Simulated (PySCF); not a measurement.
```xyz
5

Ti     0.0000     0.0000     0.0000
F      0.0804    -1.2618    -1.1877
F      0.1163    -0.6912     1.5868
F     -1.5078     0.8438    -0.1540
F      1.3110     1.1092    -0.2451
```

Charge 0, multiplicity 1.

Question: Give the Mulliken and meta-Löwdin atomic charges from TPSSh-D3(BJ)/def2-TZVP // r2SCAN-D4/def2-SVP run with PySCF.

Answer: 
| atom | Mulliken (e) | meta-Löwdin (e) |
|---|---|---|
| Ti1 | 1.65 | 1.65 |
| F2 | -0.41 | -0.41 |
| F3 | -0.41 | -0.41 |
| F4 | -0.41 | -0.41 |
| F5 | -0.41 | -0.41 |
